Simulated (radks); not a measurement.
The numbers below are computed, except where a source is named.
Task: The rhenium ion Re2+, [Xe] 4f14 5d5. Level of theory: non-relativistic Kohn-Sham, r2SCAN, spin-polarised, spherical densities, point nucleus; meta-GGA in the generalised Kohn-Sham scheme (a radial shooting solver on a logarithmic mesh with Libxc functionals). Every spin shell is full or empty, so the densities are truly spherical. Functionals are evaluated on that one density, not self-consistently. Rank these orbital-free kinetic functionals by their error against the exact value of the orbitals, and give that value: Thomas-Fermi, TF + vW/5, LC94, Perdew 92, Thakkar, Pearson, LKT, PG1, Ernzerhof.

Result: Exact: 15784.0 hartree. From best to worst, with 100 (|E| - |E exact|)/|E exact| (equal figures are ties): LC94 -0.01, Ernzerhof -0.50, Perdew 92 -0.71, Thakkar -0.78, Pearson -0.88, TF + vW/5 +2.50, Thomas-Fermi -4.74, PG1 +12.72, LKT +16.31.
